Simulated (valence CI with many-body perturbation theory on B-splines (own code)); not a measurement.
## E1 transitions of Tc XXXI

Level of theory: relativistic CI+MBPT: three valence electrons over a frozen Dirac-Fock core [Ne], radial functions for each j: 11 s, 11 p, 9 d, 7 f, 5 g, 2 h, 1 i, with the one-electron correlation potential Σ1 (screened to all orders), the two-electron term Σ2, the three-electron term Σ3, Breit, model QED; selected single and double excitations, second order for the rest (own B-spline code, finite nucleus).

No measured spectrum was set against this ion. As an estimate, large intervals hold to a few tenths of a per cent, small ones and those within an open d or f shell to about a per cent.

Lines 201 to 250 of 277 in falling wavelength, among levels below 2862300 cm⁻¹, chosen from the strongest by gf and those to the six lowest levels. Wavelengths and rates use the calculated energies. Electric multipoles are in the length gauge, E1 and E2 with the static RPA response of the core. Weak lines are less certain than strong ones. Lines between different terms over intervals too small for the method are left out, as are lines whose strength nearly cancels. The highest levels of a list are the least certain.

Names give the largest LS component (configuration and term), which can be under half, so a name can repeat, a term be missing and a line seem to break the LS rules; names also repeat where a configuration has a term twice. Letters in brackets count levels of one name in rising energy.

```csv
λ vac (nm),Upper,Lower,A (s⁻¹),log gf,Branch %
8.773,3s 3p 3d 4D°_3/2,3s 3p2 4P_1/2,9.83e+10,-0.34,86.2
8.768,3s 3d2 4P_1/2,3s 3p 3d 4D°_3/2,1.09e+11,-0.60,55.0
8.755,3s 3p 3d 4D°_1/2,3s 3p2 4P_1/2,1.30e+11,-0.53,96.0
8.741,3p2 3d 4P_1/2,3p3 2D°_3/2,9.86e+10,-0.65,58.3
8.709,3s 3d2 4F_5/2,3s 3p 3d 4F°_5/2 [b],5.83e+10,-0.40,35.6
8.674,3s 3p 3d 2P°_1/2 [a],3s 3p2 2P_1/2,4.71e+10,-0.97,30.9
8.633,3s 3p 3d 4D°_5/2,3s 3p2 4P_3/2,3.95e+10,-0.58,32.2
8.603,3s 3p 3d 4P°_1/2,3s 3p2 4P_3/2,9.25e+10,-0.69,97.5
8.601,3s 3p 3d 4P°_3/2 [a],3s 3p2 4P_3/2,3.59e+10,-0.80,34.0
8.572,3s 3p2 2S_1/2,3s2 3p 2P°_1/2,4.72e+09,-1.98,5.2
8.563,3s 3p 3d 2D°_5/2 [a],3s 3p2 4P_5/2,3.39e+09,-1.65,3.8
8.563,3p2 3d 4P_5/2,3s 3p 3d 4F°_5/2 [a],7.05e+10,-0.33,36.9
8.464,3s 3p 3d 4P°_3/2 [b],3s 3p2 4P_3/2,4.40e+09,-1.72,6.4
8.463,3s 3d2 4F_3/2 [a],3s 3p 3d 4F°_3/2,6.60e+10,-0.55,34.1
8.411,3s 3p 3d 2P°_1/2 [b],3s 3p2 2P_1/2,5.01e+10,-0.97,23.6
8.346,3p3 2P°_1/2,3s 3p2 4P_1/2,3.03e+09,-2.20,3.5
8.330,3s 3d2 4F_3/2 [b],3s 3p 3d 4F°_3/2,2.05e+10,-1.07,11.4
8.285,3p2 3d 2F_7/2 [b],3s 3p 3d 4F°_5/2 [b],3.58e+10,-0.53,20.4
8.219,3s 3p2 2P_3/2,3s2 3p 2P°_1/2,2.80e+10,-0.95,16.7
8.187,3s 3p 3d 2F°_5/2 [b],3s 3p2 2D_3/2,6.89e+10,-0.38,34.0
8.154,3s 3p 3d 2D°_5/2 [a],3s 3p2 4P_3/2,1.36e+09,-2.09,1.5
8.153,3s 3p 3d 2P°_1/2 [a],3s 3p2 2D_3/2,1.46e+09,-2.54,1.0
8.138,3s 3p 3d 2D°_3/2 [b],3s 3p2 4P_5/2,3.48e+08,-2.86,0.2
8.104,3p2 3d 2F_5/2 [b],3p3 2D°_3/2,4.82e+10,-0.55,28.3
8.069,3s 3p 3d 2F°_7/2 [a],3s 3p2 4P_5/2,2.39e+10,-0.73,30.7
7.962,3p2 3d 2F_7/2 [b],3s 3p 3d 4F°_5/2 [a],1.21e+10,-1.04,6.9
7.920,3s 3p 3d 2P°_1/2 [b],3s 3p2 2D_3/2,4.15e+09,-2.11,2.0
7.786,3s 3p 3d 2D°_3/2 [a],3s 3p2 4P_1/2,7.98e+09,-1.54,5.6
7.768,3s 3p 3d 2D°_3/2 [b],3s 3p2 4P_3/2,4.14e+06,-4.82,0.0
7.752,3s 3p 3d 2P°_3/2 [a],3s 3p2 2D_3/2,1.20e+07,-4.36,0.0
7.701,3s 3p 3d 2D°_5/2 [b],3s 3p2 2D_3/2,4.11e+08,-2.66,0.2
7.635,3s 3p 3d 4P°_1/2,3s 3p2 4P_1/2,1.55e+08,-3.57,0.2
7.633,3s 3p 3d 4P°_3/2 [a],3s 3p2 4P_1/2,8.27e+09,-1.54,7.8
7.598,3s 3p 3d 2F°_7/2 [b],3s 3p2 4P_5/2,6.64e+09,-1.34,4.8
7.595,3s 3p 3d 2F°_5/2 [b],3s 3p2 4P_5/2,2.57e+08,-2.87,0.1
7.592,3s 3p 3d 2P°_3/2 [b],3s 3p2 2D_3/2,5.07e+09,-1.76,2.0
7.525,3s 3p 3d 4P°_3/2 [b],3s 3p2 4P_1/2,1.12e+09,-2.42,1.6
7.271,3s 3p 3d 2F°_5/2 [b],3s 3p2 4P_3/2,1.28e+08,-3.22,0.1
7.244,3s 3p 3d 2P°_1/2 [a],3s 3p2 4P_3/2,1.09e+08,-3.76,0.1
7.219,3s 3p 3d 2P°_3/2 [a],3s 3p2 4P_5/2,8.29e+08,-2.59,0.5
7.175,3s 3p 3d 2D°_5/2 [b],3s 3p2 4P_5/2,2.36e+09,-1.96,1.1
7.080,3s 3p 3d 2P°_3/2 [b],3s 3p2 4P_5/2,9.20e+08,-2.56,0.4
7.060,3s 3p 3d 2P°_1/2 [b],3s 3p2 4P_3/2,2.21e+08,-3.48,0.1
6.970,3s 3p 3d 2D°_3/2 [b],3s 3p2 4P_1/2,3.01e+09,-2.06,1.5
6.926,3s 3p 3d 2P°_3/2 [a],3s 3p2 4P_3/2,5.50e+08,-2.80,0.3
6.885,3s 3p 3d 2D°_5/2 [b],3s 3p2 4P_3/2,1.29e+09,-2.26,0.6
6.798,3s 3p 3d 2P°_3/2 [b],3s 3p2 4P_3/2,3.62e+08,-3.00,0.1
6.545,3s 3p 3d 2P°_1/2 [a],3s 3p2 4P_1/2,1.11e+09,-2.85,0.7
6.394,3s 3p 3d 2P°_1/2 [b],3s 3p2 4P_1/2,8.60e+08,-2.98,0.4
6.284,3s 3p 3d 2P°_3/2 [a],3s 3p2 4P_1/2,3.10e+08,-3.13,0.2
```

Task: How does gf follow from A for the line at 7.633 nm?

Result: gf = 1.4992 × (2J+1)_upper × A / σ², with σ = 1310098 cm⁻¹ and 2J+1 = 4: gf = 0.0289.
